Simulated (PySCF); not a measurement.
# Continuum solvent and chemical shifts

Molfile (atoms numbered from 1):
```
C3H10BNSi
     RDKit          3D

 16 16  0  0  0  0  0  0  0  0999 V2000
    2.0987    0.2354    0.5891 B   0  0  0  0  0  0  0  0  0  0  0  0
    0.9309    0.0245   -0.3665 C   0  0  1  0  0  0  0  0  0  0  0  0
    0.0525   -1.2320   -0.3171 C   0  0  0  0  0  0  0  0  0  0  0  0
   -1.4153   -0.8652   -0.5397 C   0  0  0  0  0  0  0  0  0  0  0  0
   -1.6467    0.3441    0.2290 N   0  0  0  0  0  0  0  0  0  0  0  0
   -0.2599    1.3699    0.3606 Si  0  0  0  0  0  4  0  0  0  0  0  0
    2.1867   -0.4171    1.6074 H   0  0  0  0  0  0  0  0  0  0  0  0
    2.8937    1.1315    0.4005 H   0  0  0  0  0  0  0  0  0  0  0  0
    1.0922    0.4049   -1.3898 H   0  0  0  0  0  0  0  0  0  0  0  0
    0.1566   -1.6999    0.6752 H   0  0  0  0  0  0  0  0  0  0  0  0
    0.3904   -1.9704   -1.0618 H   0  0  0  0  0  0  0  0  0  0  0  0
   -1.6134   -0.7278   -1.6236 H   0  0  0  0  0  0  0  0  0  0  0  0
   -2.0740   -1.6820   -0.1977 H   0  0  0  0  0  0  0  0  0  0  0  0
   -2.6071    0.6375    0.3522 H   0  0  0  0  0  0  0  0  0  0  0  0
    0.0084    1.8216    1.7624 H   0  0  0  0  0  0  0  0  0  0  0  0
   -0.2343    2.5980   -0.4967 H   0  0  0  0  0  0  0  0  0  0  0  0
  1  2  1  0
  2  3  1  0
  3  4  1  0
  4  5  1  0
  5  6  1  0
  6  2  1  0
  1  7  1  0
  1  8  1  0
  2  9  1  6
  3 10  1  0
  3 11  1  0
  4 12  1  0
  4 13  1  0
  5 14  1  0
  6 15  1  0
  6 16  1  0
M  END
```

GIAO PBE0/pcSseg-1 in PySCF on one PBE0-D3(BJ)/def2-SVP conformer, non-relativistic, equivalent nuclei averaged. Solvents enter as an IEF-PCM continuum (chloroform with ε = 4.7, dichloromethane with ε = 8.9) around the gas-phase geometry. Shifts are referred to BF3·OEt2, TMS computed in the same medium.

Gas phase, δ in ppm: B1 71.8, C4 51.9, C2 50.7, C3 38.2, Si6 -37.9, H7/H8 6.86, H16 4.72, H15 4.51, H9 3.43, H13 3.24, H12 3.12, H11 2.26, H10 2.21, H14 0.14. Dipole moment 2.15 D.

Question: How does each δ change in the continuum?

Answer: 
```tsv
atoms	environment	Δδ, chloroform	Δδ, dichloromethane
B1	boron bonded to C, 2 H	-0.2	-0.2
C4	sp3 CH2 bonded to N	+0.5	+0.6
C2	sp3 CH bonded to B and Si	+2.0	+2.4
C3	sp3 CH2 in a ring	+0.9	+1.1
Si6	silicon bonded to C, N, 2 H, in a 5-membered ring	-0.9	-1.0
H7/H8	hydrogen on a boron bonded to C	-0.10	-0.12
H16	hydrogen on a silicon bonded to C, N, in a 5-membered ring	-0.04	-0.05
H15	hydrogen on a silicon bonded to C, N, in a 5-membered ring	-0.05	-0.06
H9	hydrogen on an sp3 CH bonded to B and Si	+0.14	+0.18
H13	hydrogen on an sp3 CH2 bonded to N	+0.05	+0.06
H12	hydrogen on an sp3 CH2 bonded to N	+0.02	+0.03
H11	hydrogen on an sp3 CH2 in a ring	+0.08	+0.10
H10	hydrogen on an sp3 CH2 in a ring	-0.04	-0.05
H14	hydrogen on a nitrogen bonded to C, Si, in a 5-membered ring	+0.43	+0.52
```

Changes are relative to the gas phase. The dipole moment becomes 2.59 D in chloroform, 2.69 D in dichloromethane.

Question: Which of the listed nuclei move most (in ppm), and what does the model miss? (N and O are left out, as their reference compounds move with the solvent too.)

Answer: C2 (sp3 CH bonded to B and Si, +2.4 ppm) in dichloromethane. A continuum only polarises the solute; specific hydrogen bonds, the anisotropy of aromatic solvents and changes of geometry or conformer are outside it.
